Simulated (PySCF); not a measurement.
## Spinor energies of Tm⁺ (thulium, charge +1)

Start: [Xe] 4f13 6s1; 4f5/2 filled at m_j = -5/2, -3/2, -1/2, +1/2, +3/2, +5/2; 4f7/2 filled at m_j = -5/2, -3/2, -1/2, +1/2, +3/2, +5/2, +7/2; 6s1/2 filled at m_j = +1/2. Calculated with PySCF 2.14 in x2c-QZVPPall-2c: generalised Hartree-Fock with the X2C-1e Hamiltonian and a Gaussian nucleus; one run each with spin-orbit coupling (SO) switched off, then screened by Boettger's factors.

```csv
spinor shell,electrons,"ε, spin-free (eV)","ε, screened SO (eV)",weight of nominal j (screened SO),"rms radius, screened SO (bohr)"
1s1/2,2,-59699.8,-59685.7,1.000,0.0227
2s1/2,2,-10208.3,-10203.9,1.000,0.0917
2p1/2,2,-9011.9,-9707.5,1.000,0.0783
2p3/2,4,-9011.9,-8721.9,1.000,0.0852
3s1/2,2,-2354.7,-2353.4,1.000,0.235
3p1/2,2,-1985.5,-2135.0,1.000,0.227
3p3/2,4,-1985.5,-1922.4,1.000,0.241
3d3/2,4,-1526.8,-1554.2,1.000,0.214
3d5/2,6,-1526.8,-1507.6,1.000,0.218
4s1/2,2,-496.12,-495.77,1.000,0.530
4p1/2,2,-372.34,-406.83,0.999,0.542
4p3/2,4,-372.34,-357.74,1.000,0.574
4d3/2,4,-204.85,-211.14,0.994,0.612
4d5/2,6,-204.85,-200.45,0.996,0.624
5s1/2,2,-71.075,-71.033,1.000,1.33
5p1/2,2,-39.810,-44.279,0.993,1.51
4f5/2,6,-20.184,-21.284,0.947,0.874
4f7/2,7,-20.184,-19.133,0.955,0.903
6s1/2,1,-11.203,-11.209,1.000,4.04
```

Question: Where does 5p3/2 lie, and what is the 5p spin-orbit splitting (screened SO)?

Answer: At -37.968 eV, 6.312 eV above 5p1/2.

```
   quantity     spin-free   screened SO
E (hartree)  -13557.18938  -13569.21170
        M_J             4             4
       ⟨J²⟩        20.011        20.011
       ⟨L²⟩        12.010        12.109
       ⟨S²⟩         2.001         2.103
```

Each row is a mean over spinors that exchange with the open shell spreads, by up to 9.512 eV (4d5/2).

Breit and QED terms are absent; they matter most for the inner s and p1/2 levels.

Densities and radii are taken from the X2C orbitals without a picture-change correction, which distorts them close to the nucleus.

Without spin-orbit coupling the j labels of p, d and f shells carry no meaning; the spin-free column gives the mean over the occupied spinors of each nl shell.
